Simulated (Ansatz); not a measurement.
Molecule: GaH$_{3}$, charge 0, multiplicity 1. 
Coordinates optimised at B3LYP-D3(BJ)/def2-TZVP (Ansatz, a first-principles code):
```
Ga
H 1 1.5699
H 1 1.5699 2 120.00
H 1 1.5699 2 120.00 3 -180.00
```

Basis-set convergence of Hartree-Fock and MP2 correlation energies (hartree) with Ansatz. Cores are frozen in the correlated levels unless marked. No spin-orbit coupling. Frozen are the shells of the preceding noble gas and the d and f shells that filled before the atom's block. No relativistic terms.

```
basis        functions        E(HF)  E(corr, MP2)
-----------  ---------  -----------  ------------
def2-SVPD           62  -1924.71509      -0.07964
def2-TZVPPD        105  -1924.96420      -0.09297
def2-QZVPPD        194  -1925.00487      -0.09809
```

Extrapolating the two largest sets (X = 3 and 4) as X^-3: E(corr) = (64·(-0.09809) - 27·(-0.09297))/37 = -0.1018 Eh, an estimate of the basis-set limit. The largest set recovers 96.3 % of it, the smallest 78.2 %.
